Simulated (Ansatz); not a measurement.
Two isomers of CH8GeSSi: A = `[SiH3][CH2][GeH2][SH]`, B = `CS[SiH2][GeH3]`.

Computed with Ansatz on PBE0-D4/def2-TZVP structures; ΔE is electronic, products minus reactants. CBS: MP2 limit from def2 TZ/QZ plus the TZ coupled-cluster correction, frozen cores. DFT in def2-TZVPP. B3LYP here is the variant with VWN-RPA as its local correlation; programs differ in this. For Ge outer-core shells are correlated without core-valence functions, which leaves a few kJ/mol of doubt a bond. Scalar relativity is left out up to krypton. Each species was taken in one conformer, which may not be the lowest.

(1) Which isomer does CCSD(T)/CBS put lower? Give the gap. (An estimate is asked.)

(2) Give E(B) − E(A) in kcal/mol with MP2/def2-TZVPP, B3LYP, PBE0-D4, HF/def2-TZVPP, CCSD(T)/def2-TZVPP, B2PLYP, B3LYP-D4. (An estimate is asked.)

Largest T1 diagnostic: 0.012.

## Answers

(1) Computed: A, by 5.1 kcal/mol.

(2) The calculation gave: MP2/def2-TZVPP 7.4, B3LYP 3.2, PBE0-D4 2.5, HF/def2-TZVPP 6.6, CCSD(T)/def2-TZVPP 6.4, B2PLYP 4.8, B3LYP-D4 3.5. None reverses the order clearly.

From PBE to PBE0 (25 % exact exchange), in def2-TZVPP and without D4, E(B) − E(A) moves by +1.3 kcal/mol.
